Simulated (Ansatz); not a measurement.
The cluster Si₃Ge. Total charge 0; singlet. Geometry r2SCAN-D4/def2-SVP, basis def2-TZVP, Ansatz.

| atom | x (Å) | y (Å) | z (Å) |
| --- | --- | --- | --- |
| Si1 | 0.963 | 0.556 | 0.467 |
| Si2 | 1.221 | -1.017 | -1.216 |
| Si3 | -0.937 | -0.583 | -0.487 |
| Ge4 | -1.246 | 1.044 | 1.236 |

```tsv
run	HOMO (eV)	LUMO (eV)
A	-6.34	-3.65
B	-5.99	-4.08
C	-5.67	-4.34
D	-5.58	-4.48
E	-5.45	-4.30
F	-5.25	-4.06
```

The structure comes from a short search, and lower isomers may exist.

The runs used BLYP, LDA (SPW92), PBE, PBE0, r2SCAN, r2SCANh. Estimate which is which.

A PBE0 (25 % exact exchange); B r2SCANh (10 % exact exchange); C r2SCAN (0 % exact exchange); D LDA (SPW92) (0 % exact exchange); E PBE (0 % exact exchange); F BLYP (0 % exact exchange). Exact exchange lowers occupied and raises empty levels; among semilocal functionals meta-GGAs tend to open the gap a little, and such runs are hard to tell apart. The gap grows from 1.09 eV (LDA (SPW92)) to 2.69 eV (PBE0).
